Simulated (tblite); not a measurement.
Compound: C₄H₁₁GeNO.
Numbering: `[CH3:1][C:2](=[O:3])[GeH2:4][N:5]([CH3:6])[CH3:7]` (hydrogens: H8, H9, H10 on C1; H11, H12 on Ge4; H13, H14, H15 on C6; H16, H17, H18 on C7)

Computed with GFN2-xTB (tblite), gas phase: L-BFGS steps from a force-field or distance-geometry start until the largest atomic force falls under 0.01 eV/Å.

Step 91: E = -627.2459 eV
```
atom  x, y, z in Å  |  force x, y, z in eV/Å
C1      2.8781    0.7299   -0.1213    0.010   0.020  -0.008
C2      1.9373   -0.1913   -0.8372    0.055  -0.005  -0.025
O3      2.0355   -0.4883   -1.9974    0.001   0.027   0.036
Ge4     0.3934   -0.9071    0.2909   -0.020   0.030   0.052
N5     -1.2350   -0.2290   -0.1426   -0.020   0.039   0.002
C6     -2.3619   -1.0206   -0.5790    0.002  -0.004  -0.030
C7     -1.4146    1.1719   -0.4470    0.028  -0.001  -0.014
H8      3.2556    0.2337    0.7741   -0.032  -0.008  -0.076
H9      2.3092    1.6014    0.2065    0.014  -0.012  -0.003
H10     3.7033    1.0452   -0.7592   -0.045  -0.032   0.019
H11     0.6743   -0.5030    1.7393   -0.009   0.027   0.003
H12     0.1961   -2.3950    0.2347    0.009  -0.058  -0.010
H13    -2.1635   -2.0766   -0.4066    0.018  -0.005   0.017
H14    -2.5701   -0.8691   -1.6449   -0.021  -0.024   0.005
H15    -3.2551   -0.7354   -0.0120   -0.009  -0.024  -0.030
H16    -2.2508    1.5815    0.1288   -0.014   0.021   0.001
H17    -1.6268    1.3305   -1.5123    0.021  -0.002   0.018
H18    -0.5138    1.7280   -0.1914    0.012   0.011   0.043
```

Step 92: E = -627.2468 eV
```
atom  x, y, z in Å  |  force x, y, z in eV/Å
C1      2.8724    0.7320   -0.1199   -0.002   0.033  -0.019
C2      1.9317   -0.1854   -0.8408    0.058  -0.039  -0.051
O3      2.0291   -0.4800   -2.0021    0.008   0.054   0.069
Ge4     0.3921   -0.9103    0.2871   -0.006   0.018   0.061
N5     -1.2382   -0.2278   -0.1340   -0.028   0.053  -0.013
C6     -2.3634   -1.0202   -0.5731   -0.019  -0.012  -0.008
C7     -1.4085    1.1719   -0.4508    0.033   0.014  -0.011
H8      3.2542    0.2272    0.7686   -0.038  -0.007  -0.061
H9      2.3028    1.5999    0.2173    0.019  -0.027   0.001
H10     3.6958    1.0554   -0.7550   -0.037  -0.031  -0.002
H11     0.6795   -0.5138    1.7357   -0.013   0.031   0.010
H12     0.1975   -2.3998    0.2290    0.009  -0.041  -0.015
H13    -2.1644   -2.0744   -0.3898    0.000  -0.006   0.016
H14    -2.5663   -0.8799   -1.6414   -0.013  -0.011   0.002
H15    -3.2608   -0.7301   -0.0135    0.019  -0.032  -0.044
H16    -2.2490    1.5891    0.1136   -0.007   0.011  -0.012
H17    -1.6055    1.3274   -1.5200    0.013  -0.017   0.033
H18    -0.5079    1.7252   -0.1873    0.004   0.008   0.044
```

Task: Estimate the geometry and energy of step 93. (The exact step hangs on the optimiser's Hessian estimate; all steps are aligned on step 92, rigid shifts and turns removed.)

Result: E = -627.2477 eV, largest force 0.097 eV/Å
```
atom  x, y, z in Å  |  force x, y, z in eV/Å
C1      2.8686    0.7329   -0.1198    0.000   0.016  -0.036
C2      1.9283   -0.1821   -0.8427    0.037  -0.065  -0.057
O3      2.0252   -0.4775   -2.0039    0.013   0.064   0.072
Ge4     0.3899   -0.9098    0.2863    0.012  -0.009   0.049
N5     -1.2400   -0.2253   -0.1330   -0.028   0.018  -0.008
C6     -2.3639   -1.0205   -0.5711   -0.006  -0.009  -0.020
C7     -1.4047    1.1736   -0.4522    0.033   0.025  -0.002
H8      3.2521    0.2220    0.7631   -0.035  -0.013  -0.021
H9      2.3004    1.5988    0.2206   -0.001  -0.005   0.024
H10     3.6915    1.0590   -0.7519   -0.005  -0.019  -0.041
H11     0.6790   -0.5174    1.7349   -0.013   0.037   0.019
H12     0.1995   -2.4019    0.2273    0.006  -0.014  -0.016
H13    -2.1602   -2.0721   -0.3807   -0.012  -0.027   0.016
H14    -2.5660   -0.8893   -1.6409   -0.003   0.003   0.007
H15    -3.2635   -0.7312   -0.0156    0.017  -0.020  -0.033
H16    -2.2469    1.5924    0.1071   -0.027   0.023  -0.005
H17    -1.5935    1.3301   -1.5217    0.004  -0.016   0.007
H18    -0.5047    1.7248   -0.1821    0.008   0.009   0.044
```

The energy changes by -0.0008 eV. The first-order estimate −F·Δx gives -0.0013 eV and the mean of the old and new forces, exact on a quadratic surface, -0.0008 eV. The step makes an angle of 77° with the force vector and moves no atom by more than 0.012 Å.

What follows is the cost of the whole relaxation. Hardware: Arm Neoverse N1, one thread, no GPU, shared host with 64 logical CPUs at a one-minute load of 58. Cost: 2.6 s.
